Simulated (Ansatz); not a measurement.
Frontier orbitals of C8H7F3, SMILES `FC(F)(F)Cc1ccccc1`.

```xyz
18

F    -1.308   -1.392   -2.079
C    -0.908   -2.117   -1.028
F    -1.897   -2.088   -0.126
F    -0.792   -3.387   -1.445
C     0.399   -1.621   -0.457
C     0.335   -0.203    0.029
C     0.624    0.851   -0.830
C     0.547    2.162   -0.388
C     0.179    2.434    0.921
C    -0.110    1.389    1.785
C    -0.032    0.078    1.340
H     1.146   -1.735   -1.245
H     0.664   -2.304    0.353
H     0.910    0.643   -1.856
H     0.777    2.974   -1.069
H     0.121    3.459    1.268
H    -0.396    1.593    2.810
H    -0.261   -0.737    2.018
```

The species carries charge 0 and has multiplicity 1. All single points use the PBE0-D4/def2-TZVP geometry. It is one conformer, not always the lowest. Basis def2-TZVPP, Ansatz 0.2.0.

Orbital energies of one run (eV). Highest occupied ones, from the top: -6.61, -6.73, -8.67, -8.76, -9.32, -9.97, -9.99, -10.02, -10.27, -10.69, -10.94, -10.97, -11.56, -11.59. Empty: -1.24, -1.17, 1.18, 1.84, 2.05, 2.78.

Which functional gave them?
A. HSE06 (plane-wave form)
B. BHLYP
C. r2SCANh
D. r2SCAN

D. HOMO energies: r2SCAN -6.61, r2SCANh -6.99, BHLYP -8.25, HSE06 -7.04 eV.
